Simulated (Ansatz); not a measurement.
Total energies of CH6BFGeS.

```xyz
11

C     0.7361   -1.4483   -0.3681
S    -0.8891   -0.7444   -0.0112
Ge   -0.3172    1.2070    1.2117
B    -0.7070    1.0809   -0.8426
F    -1.8788    1.5767   -1.2973
H     1.4682   -0.6565   -0.5186
H     0.6553   -2.0447   -1.2767
H     1.0383   -2.0788    0.4668
H     1.0185    0.7872    1.8597
H    -1.3935    1.2203    2.3153
H     0.2691    1.1006   -1.5389
```

Charge 0, multiplicity 1. Correlated methods include outer-core shells of Ge, which these sets cover unevenly. Scalar relativity is left out up to krypton. The bonds changed during the relaxation, so this is another structure than the one it started from. The structure was optimised at the PBE0-D4/def2-TZVP level. It is one conformer, not always the lowest. Basis def2-TZVPP, Ansatz 0.2.0.

RPA on PBE orbitals: Hartree–Fock energy of these orbitals -2638.42280 Eh, correlation -1.58524 Eh (frozen core).

```tsv
functional	energy without D4 (Eh)	D4 term (kJ/mol)
LDA (SPW92)	-2635.89938	–
PBE	-2641.05757	-26.7
revPBE	-2641.45220	-76.6
BLYP	-2641.73909	-58.4
r2SCAN	-2641.62170	-6.3
B97M-V	-2641.22823	–
PBE0	-2641.15715	-22.5
B3LYP	-2641.80989	-43.4
r2SCANh	-2641.60390	-6.7
r2SCAN0	-2641.57893	-7.5
HSE06 (plane-wave form)	-2641.14181	-21.1
BHLYP	-2641.63362	-35.0
CAM-B3LYP	-2641.79953	-23.1
LC-ωPBE	-2641.24892	–
ωB97X-V	-2641.43508	–
ωB97M-V	-2641.53075	–
B2PLYP	-2641.12064	–
PBE-QIDH	-2640.72196	–
```

B3LYP takes the VWN-RPA correlation (the form of Gaussian; ORCA's B3LYP/G). HSE06 is the plane-wave form, built on full-range PBE exchange. The double hybrids freeze the cores in their second-order part.

LC-ωPBE has ω = 0.4 bohr⁻¹.
